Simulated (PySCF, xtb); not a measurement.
C₄H₅FO, SMILES O=CC1(F)CC1. The values are those of a single conformer.

Harmonic wavenumbers (cm⁻¹) from xtb with GFN2-xTB at its own minimum, in rising order: 146, 203, 257, 369, 401, 574, 746, 794, 855, 910, 941, 970, 1058, 1065, 1066, 1143, 1226, 1333, 1364, 1394, 1451, 1768, 2797, 3094, 3097, 3110, 3127.

What does PBE-D3(BJ)/def2-SVP run with PySCF give at its own minimum? (An estimate is asked for; the answer gives what the named calculation found.)

132, 225, 273, 366, 412, 571, 713, 754, 815, 898, 909, 1000, 1004, 1018, 1030, 1148, 1240, 1291, 1351, 1361, 1412, 1780, 2815, 3067, 3068, 3171, 3180. Paired by order, the mean absolute difference is 27 cm⁻¹ and the zero-point energies are 50.4 and 50.0 kcal/mol.
